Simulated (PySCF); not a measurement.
Correlation energy of La(46+) (lanthanum, charge +46)

[Ne] 3s1, 2S determinant. Calculation: PySCF 2.14, in an even-tempered Gaussian basis (18 s from 9.6 bohr⁻², ratio 2.5; 12 p from 12 bohr⁻², ratio 2.5; 4 d from 46 bohr⁻², ratio 2.7; 4 f from 69 bohr⁻², ratio 2.7); scalar relativity by spin-free X2C-1e. Frozen: 1s2; 9 electrons correlated; the 21 highest virtual orbitals of each spin left out.

| level | correlation energy (mhartree) |
| --- | --- |
| CCSD | -338.93 |
| (T) | -0.09 |
| CCSD(T) | -339.02 |

Diagnostics: T1 = 6.4e-05, D1 = 0.0002, largest double amplitude 0.002.

**Question.** Is a single reference adequate?

**Answer.** Yes, within this model without spin-orbit coupling: T1 lies below 0.03 and no double amplitude reaches 0.07.

At this charge the one-electron X2C treatment keeps the bare 1/r₁₂, with no two-electron picture change or Breit term. The effect here is smaller than on the frozen 1s shell; and a scalar Hamiltonian misses the large spin-orbit splitting of the p shells, which matters for ns² → np² pairs.
